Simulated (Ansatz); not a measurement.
`FC[SiH2]S` + H₂Te → `S[SiH2][TeH]` + `CF` at 400 K and 1 bar (ligand exchange at the Si–C bond).

Computed with Ansatz on PBE0-D4/def2-TZVP structures; ΔE is electronic, products minus reactants. CCSD(T)/CBS adds triple-zeta CCSD(T) − MP2 to the extrapolated MP2 energy (def2 sets, frozen cores). This one scheme is used for every species. Elements past krypton have def2 core potentials. For Te outer-core shells are correlated without core-valence functions, which leaves a few kJ/mol of doubt a bond. One conformer a species, not always the lowest.

```json
{"species": "`FC[SiH2]S`", "CCSD(T)/CBS energy (Eh)": "-827.71878", "H − E (kJ/mol)": "178.0", "S (J/(mol·K))": "363.5"}
{"species": "H₂Te", "CCSD(T)/CBS energy (Eh)": "-268.91024", "H − E (kJ/mol)": "45.0", "S (J/(mol·K))": "239.1"}
{"species": "`S[SiH2][TeH]`", "CCSD(T)/CBS energy (Eh)": "-957.02579", "H − E (kJ/mol)": "117.1", "S (J/(mol·K))": "371.9"}
{"species": "`CF`", "CCSD(T)/CBS energy (Eh)": "-139.63461", "H − E (kJ/mol)": "117.5", "S (J/(mol·K))": "234.3"}
```

H − E and S are ideal-gas, rigid-rotor, harmonic terms from PBE0-D4/def2-TZVP, for one conformer and one mirror image of each species. 1 Eh = 2625.50 kJ/mol, R = 8.31446 J/(mol·K).

**Question.** By hand: ΔE, ΔH, ΔS and ΔG.

**Answer.** ΔE = (-957.02579) + (-139.63461) − (-827.71878) − (-268.91024) = -0.03138 Eh = -82.4 kJ/mol. Δ(H − E) = 117.1 + 117.5 − 178.0 − 45.0 = 11.6, so ΔH = -70.8 kJ/mol. ΔS = 371.9 + 234.3 − 363.5 − 239.1 = 3.6 J/(mol·K). ΔG = -70.8 − 400 × (3.6)/1000 = -72.2 kJ/mol.

**Question.** By hand: the equilibrium constant, and the temperature at which ΔG would vanish if ΔH and ΔS stayed fixed.

**Answer.** log₁₀ K = −ΔG/(RT ln 10) = 9.4. ΔH and −TΔS have one sign here, so there is no such temperature. One of them is within its doubt of zero, so this could turn.

The number of gas molecules stays the same, so ΔS is small and ΔH decides. A doubt of 5 kJ/mol in ΔE shifts log₁₀ K by 0.7 here. Other conformers and mirror images would add mixing entropy, several J/(mol·K) or more a flexible species. These are equilibria of isolated gas molecules and say nothing of rates. Largest T1 diagnostic: 0.011 (customary marks: 0.02 for closed shells, 0.045 for open ones).
